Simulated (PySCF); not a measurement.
Electric field gradients and quadrupole coupling constants

C4H8FN3Si.
Numbering: `[CH3:1][c:2]1[c:3]([F:4])[cH:5][n:6][n:7]1[SiH2:8][NH2:9]` (hydrogens: H10, H11, H12 on C1; H13 on C5; H14, H15 on Si8; H16, H17 on N9)

Geometry (GFN2-xTB, Å), atoms numbered from 1 in this order:
```xyz
17
C4H8FN3Si angstrom
C     -1.3770    1.6858    0.2289
C     -1.0858    0.2410    0.0659
C     -1.9350   -0.8423    0.0149
F     -3.2774   -0.8114    0.1033
C     -1.1228   -1.9717   -0.1494
N      0.1368   -1.5986   -0.1952
N      0.1644   -0.2621   -0.0632
Si     1.7139    0.5821   -0.1116
N      2.8038   -0.7126    0.0797
H     -2.4534    1.8381    0.2497
H     -0.9509    2.2577   -0.5943
H     -0.9499    2.0594    1.1591
H     -1.4047   -3.0015   -0.2327
H      1.7701    1.4805    1.0420
H      1.7298    1.3329   -1.3745
H      3.7828   -0.6258   -0.1268
H      2.4485   -1.6394   -0.1059
```

Field gradients from the PBE0/pcSseg-1 density (PySCF, non-relativistic), principal values in atomic units, ordered |Vxx| ≤ |Vyy| ≤ |Vzz|:

```csv
atom,Vxx,Vyy,Vzz
N6,0.1561,0.8337,-0.9898
N7,-0.0387,-0.5507,0.5894
N9,0.3743,0.5812,-0.9555
```

Find the asymmetry η = (Vxx − Vyy)/Vzz and the couplings χ = eQV/h (234.96 MHz × Q in barn × V in au), with Q(14N) = 0.02044 b.

| atom | environment | nucleus | η | χzz (MHz) | χxx (MHz) | χyy (MHz) |
| --- | --- | --- | --- | --- | --- | --- |
| N6 | pyridine-type nitrogen | 14N | 0.68 | -4.754 | 0.750 | 4.004 |
| N7 | pyrrole-type nitrogen | 14N | 0.87 | 2.830 | -0.186 | -2.645 |
| N9 | silicon-bound nitrogen | 14N | 0.22 | -4.589 | 1.798 | 2.791 |

What is Vzz at N7 in SI units (1 au = 9.71736 × 10²¹ V/m²)?

0.5894 au = 5.727 × 10²¹ V/m².

Were the hydrogens deuterons (Q(2H) = 0.00286 b), χzz would run from 103 kHz (H15) to 294 kHz (H16).

One conformer (not necessarily the lowest) at the GFN2-xTB geometry, without solvent, vibrations or thermal averaging. GFN2-xTB bond lengths can be off by several hundredths of an ångström, more for odd bonds, and the gradients follow them. The basis is small and wasn't made for field gradients, so the couplings can be 20 % off.
